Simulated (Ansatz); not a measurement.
The cluster Ag2Te⁻. The state is a doublet with charge -1. Geometry r2SCAN-D4/def2-TZVP, that of the neutral singlet; atoms count from 1.

```xyz
3

Ag   -0.419   -1.155   -1.032
Ag    0.902   -0.147    1.319
Te   -0.483    1.302   -0.286
```

In the def2 sets Ag, Te take a core potential; there is no spin–orbit coupling. The highest occupied level of the charge -1 doublet lies above zero (up to 0.12 eV). By energy differences its removal costs 1.28 eV (vertical, to the charge 0 singlet, at PBE0-D4/def2-TZVPD); a positive level beside a positive removal energy at the same level points to self-interaction error. The structure comes from a short search, and lower isomers may exist.

Problem. Estimate the Mulliken populations from the PBE0/def2-TZVPD orbitals of Ansatz.

Solution. 
| atom | charge (e) | spin (α − β) | d electrons |
| --- | --- | --- | --- |
| Ag1 | -0.25 | 0.31 | 9.89 |
| Ag2 | -0.25 | 0.31 | 9.89 |
| Te3 | -0.50 | 0.38 | – |
Mulliken values and Mayer orders depend strongly on the basis. With diffuse functions, as here, like atoms can get unlike values, and bond orders can come out too low or too high.

Problem. Where does the spin sit?

Solution. Summed by element: Ag 0.62, Te 0.38, of 1 unpaired in all. Largest on single atoms: Te3 0.38, Ag2 0.31, Ag1 0.31.

Problem. And the Mayer bond orders between bonded heavy atoms (over 0.3)?

Solution. Ag1–Ag2 0.55 (2.88 Å); Ag1–Te3 1.15 (2.57 Å); Ag2–Te3 1.15 (2.57 Å).
